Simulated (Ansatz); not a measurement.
One change: `NB[SiH2][SeH]` becomes `NB[SiH2][SiH3]`.

Ansatz, PBE0-D4/def2-TZVP geometries, multiplicity 1. Each molecule was computed in one conformer, which needn't be the lowest.

Scalar relativity is left out up to krypton.

```json
{"property": "LUMO energy (PBE/def2-TZVPP) / eV", "`NB[SiH2][SeH]`": "-1.87"}
{"property": "HOMO energy (B3LYP/def2-TZVPP) / eV", "`NB[SiH2][SeH]`": "-6.43"}
{"property": "HOMO–LUMO gap (PBE0/def2-TZVPP) / eV", "`NB[SiH2][SeH]`": "5.67"}
{"property": "HOMO–LUMO gap (ωB97M-V/def2-TZVPP) / eV", "`NB[SiH2][SeH]`": "9.68"}
{"property": "HOMO energy (PBE0/def2-TZVPP) / eV", "`NB[SiH2][SeH]`": "-6.66"}
{"property": "size of the dipole moment (PBE/def2-TZVPP) / D", "`NB[SiH2][SeH]`": "3.43"}
```

Problem. What does the change do to each property? (Estimate.)

Solution. The calculation gave: 
```tsv
property	`NB[SiH2][SiH3]`	shift
LUMO energy (PBE/def2-TZVPP) / eV	-1.65	0.22
HOMO energy (B3LYP/def2-TZVPP) / eV	-7.43	-1.00
HOMO–LUMO gap (PBE0/def2-TZVPP) / eV	6.87	1.20
HOMO–LUMO gap (ωB97M-V/def2-TZVPP) / eV	10.77	1.09
HOMO energy (PBE0/def2-TZVPP) / eV	-7.63	-0.97
size of the dipole moment (PBE/def2-TZVPP) / D	2.68	-0.75
```

With PBE0 the HOMO falls by 0.97 eV and the LUMO rises by 0.23 eV, so the gap widens by about 1.20 eV. PBE moves the HOMO by -0.97 eV and ωB97M-V by -0.88 eV. Dipoles are sizes alone; their direction can turn.

B3LYP here is the variant with VWN-RPA as its local correlation; programs differ in this.

Spin–orbit coupling is left out; it splits and shifts lone-pair levels of the heavy atoms by tenths of an eV.
